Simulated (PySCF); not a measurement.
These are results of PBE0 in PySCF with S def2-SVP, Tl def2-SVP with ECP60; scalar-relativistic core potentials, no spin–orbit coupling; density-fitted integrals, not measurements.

```xyz
4
charge 1 multiplicity 1, angstrom
S     0.0000    0.0000    0.0000
Tl    2.7040    0.0000    0.0000
Tl   -1.3520    2.3417    0.0000
Tl   -1.3520   -2.3417    0.0000
```

Tl₃S⁺ (singlet), along the line from S1 (at 0) through Tl2 (at 2.704 Å). Core electrons replaced by a potential are absent, the electrostatic potential uses the reduced nuclear charge, and values within about 0.7 Å of such atoms have no physical meaning.

Question: Tabulate the fields along this line at -0.81, -0.54, -0.27, 0.14, 0.41, 0.68, 0.95, 1.22, 1.49, 1.76, 3.52, 3.79, 4.06, 4.33 Å.

Answer: 
```tsv
distance (Å)	electron density (e/Å³)	electron localisation function	electrostatic potential (V)
-0.81	0.855	0.802	22.2
-0.54	1.48	0.114	65.6
-0.27	25.9	0.837	251
0.14	128	0.603	833
0.41	4.01	0.192	119
0.68	1.16	0.561	37.8
0.95	0.66	0.829	14.5
1.22	0.356	0.431	9.23
1.49	0.355	0.167	12.2
1.76	0.953	0.323	24.5
3.52	2.08	0.498	37.5
3.79	0.554	0.423	15.3
4.06	0.193	0.521	8.15
4.33	0.0748	0.631	5.42
```

On a grid of 0.14 Å the density has a local minimum along the bond near 1.35 Å from S, at 0.32 e/Å³, where the ELF is 0.22.

No spin–orbit coupling is included, which matters more the heavier the element.
